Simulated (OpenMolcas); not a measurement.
**Computed transition rates of O IV**

| Item | Value |
| --- | --- |
| Program | OpenMolcas 26.06 |
| Method | MS-CASPT2, IPEA 0.25 Eh, imaginary shift 0.1 Eh (closed shells correlated: 1s) |
| Basis | ANO-RCC-VTZP [4s3p2d1f] |
| Scalar Hamiltonian | DKH2, point nucleus |
| Active space | 3 electrons in 8 orbitals (2s 2p 3s 3p) |
| State averaging | 2S+1 = 4 odd, 1 root; 2S+1 = 2 odd, 11 roots; 2S+1 = 4 even, 3 roots; 2S+1 = 2 even, 9 roots |
| Spin-orbit coupling | RASSI with atomic mean-field integrals over the reference wave functions, term energies averaged over their components |

Rates come from the transition moments of the reference wave functions (E1 and E2 in the length form). At fixed line strength A goes as λ^-3 for E1 and M1 and as λ^-5 for E2, so a rate at the computed wavelength can be rescaled to the measured one. Measured vacuum wavelengths follow from level energies in Moore, Selected Tables of Atomic Spectra, NSRDS-NBS 3, section 10. Branching counts decays inside the model space alone, at computed energies, and the table is only a selection of the E1 lines, drawn from those between levels with measured partners whose computed energy lies within a factor of 1.5 of the measured one.

| Upper | Lower | Type | λ computed (nm) | λ measured (nm) | A computed (s-1) | A rescaled (s-1) | Branching % |
| --- | --- | --- | --- | --- | --- | --- | --- |
| 2s 2p² ²P_3/2 | 2s² 2p ²P°_3/2 | E1 | 54.79 | 55.45 | 6.43e+09 | 6.20e+09 | 83.4 |
| 2s 2p² ²P_1/2 | 2s² 2p ²P°_1/2 | E1 | 54.76 | 55.41 | 5.06e+09 | 4.88e+09 | 65.8 |
| 2p³ ²P°_1/2 | 2s 2p² ²D_3/2 | E1 | 61.09 | 61.7 | 3.68e+09 | 3.57e+09 | 60.0 |
| 2p³ ⁴S°_3/2 | 2s 2p² ⁴P_5/2 | E1 | 62.24 | 62.59 | 3.64e+09 | 3.58e+09 | 49.9 |
| 2p³ ²P°_3/2 | 2s 2p² ²D_5/2 | E1 | 61.09 | 61.7 | 3.28e+09 | 3.18e+09 | 53.5 |
| 2s 2p² ²S_1/2 | 2s² 2p ²P°_3/2 | E1 | 60.41 | 60.98 | 3.09e+09 | 3.00e+09 | 65.2 |
| 2s 2p² ²P_1/2 | 2s² 2p ²P°_3/2 | E1 | 54.87 | 55.53 | 2.63e+09 | 2.54e+09 | 34.2 |
| 2p³ ⁴S°_3/2 | 2s 2p² ⁴P_3/2 | E1 | 62.15 | 62.51 | 2.43e+09 | 2.39e+09 | 33.4 |
| 2p³ ²D°_5/2 | 2s 2p² ²D_5/2 | E1 | 77.21 | 77.99 | 1.81e+09 | 1.76e+09 | 77.8 |
| 2p³ ²D°_3/2 | 2s 2p² ²D_3/2 | E1 | 77.2 | 77.98 | 1.73e+09 | 1.68e+09 | 74.6 |
| 2s 2p² ²S_1/2 | 2s² 2p ²P°_1/2 | E1 | 60.27 | 60.84 | 1.64e+09 | 1.59e+09 | 34.8 |
| 2p³ ²P°_3/2 | 2s 2p² ²P_3/2 | E1 | 92.19 | 92.34 | 1.63e+09 | 1.62e+09 | 26.6 |
| 2p³ ²P°_1/2 | 2s 2p² ²P_1/2 | E1 | 92 | 92.14 | 1.32e+09 | 1.31e+09 | 21.5 |
| 2s 2p² ²P_3/2 | 2s² 2p ²P°_1/2 | E1 | 54.68 | 55.33 | 1.28e+09 | 1.24e+09 | 16.6 |
| 2p³ ⁴S°_3/2 | 2s 2p² ⁴P_1/2 | E1 | 62.1 | 62.46 | 1.22e+09 | 1.20e+09 | 16.7 |
| 2s 2p² ²D_5/2 | 2s² 2p ²P°_3/2 | E1 | 78.57 | 79.02 | 9.28e+08 | 9.12e+08 | 100.0 |
| 2s 2p² ²D_3/2 | 2s² 2p ²P°_1/2 | E1 | 78.34 | 78.77 | 7.84e+08 | 7.71e+08 | 83.8 |
| 2p³ ²D°_5/2 | 2s 2p² ²P_3/2 | E1 | 134.6 | 134.4 | 3.84e+08 | 3.86e+08 | 16.5 |
| 2p³ ²D°_3/2 | 2s 2p² ²P_1/2 | E1 | 134.2 | 133.9 | 3.26e+08 | 3.28e+08 | 14.0 |
| 2s 2p² ²D_3/2 | 2s² 2p ²P°_3/2 | E1 | 78.57 | 79.01 | 1.51e+08 | 1.48e+08 | 16.2 |
| 2s 2p² ⁴P_1/2 | 2s² 2p ²P°_3/2 | E1 | 143 | 140.7 | 1.84e+03 |  | 50.9 |
| 2s 2p² ⁴P_1/2 | 2s² 2p ²P°_1/2 | E1 | 142.2 | 140 | 1.77e+03 |  | 49.1 |
| 2s 2p² ⁴P_5/2 | 2s² 2p ²P°_3/2 | E1 | 142.3 | 140.1 | 1.31e+03 |  | 100.0 |
| 2s 2p² ⁴P_3/2 | 2s² 2p ²P°_3/2 | E1 | 142.7 | 140.5 | 3.72e+02 |  | 86.9 |
| 2s 2p² ⁴P_3/2 | 2s² 2p ²P°_1/2 | E1 | 142 | 139.7 | 5.61e+01 |  | 13.1 |

Spin-changing lines and M1 lines between different terms are not rescaled, since their strength hangs on the term gaps too.

The largest correction is for 2s 2p² ²P_3/2 → 2s² 2p ²P°_3/2 (E1): 6.43e+09 × (54.79 / 55.45)^3 = 6.20e+09 s-1, a factor of 0.96.

The computed rate and branching of 2s 2p² ²D_5/2 → 2s² 2p ²P°_3/2 give the upper level a radiative lifetime of 1.000 / 9.28e+08 s-1 = 1.08e-09 s, counting decays inside the model space alone. The rescaled rate gives about 1.1e-09 s.

The computed order of these levels differs from the measured one in 2 places, and where term gaps are wrong the rates of spin-changing lines can be off by large factors.

No measured rate stands beside these. Rescaling mends the energy factor alone: line strengths can still be far off where a level mixes with configurations outside the active space, and weak or spin-changing lines hang on small mixing coefficients that depend on the term gaps too, so rescaling need not improve them.

CASPT2 does not keep the components of a term degenerate, so their means are used; among the terms shown or strongly mixed into the levels shown the widest spread is 290 cm-1 (2p³ ²D°). Active for correlation alone: 3p 3s; no level in the range computed is led by a configuration that fills them, so any true level of that kind is missing. Computed and measured levels are paired by configuration, term and J; levels that our copy of the source lacks, or whose pairing is in doubt (as where it misses far off the trend of its configuration), stay unpaired. Levels of configurations outside the active space are missing.

° marks odd parity.
